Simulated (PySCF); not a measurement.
# How methods differ on the excitation energy of Si

Si [Ne] 3s2 3p2 (3P) → Si [Ne] 3s1 3p3 (5S), as a difference of total energies. Calculation: PySCF 2.14, in ANO-RCC-VTZP (5s4p2d1f, 34 functions); scalar relativity by spin-free X2C-1e. Correlated levels: valence: [Ne] frozen; valence and next inner shell: 1s2 frozen. The calculations carry no spin-orbit coupling.

| method | excitation energy (eV) |
| --- | --- |
| UHF | 2.654 |
| LDA | 4.346 |
| PBE | 4.255 |
| PBE0 | 4.080 |
| r2SCAN | 3.656 |
| M06 | 4.445 |
| PBEsol | 4.122 |
| r2SCANh | 3.677 |
| r2SCAN0 | 3.708 |
| MP2 (valence) | 3.599 |
| SCS-MP2 (valence) | 4.064 |
| MP2 (valence and next inner shell) | 3.652 |
| SCS-MP2 (valence and next inner shell) | 4.105 |

**Question.** How much does correlation contribute at MP2 (valence and next inner shell)?

**Answer.** 3.652 − (2.654) = 0.998 eV, measured against UHF.

A first-order spin-orbit estimate (lowest level to lowest level, LS coupling) adds 0.016 eV.
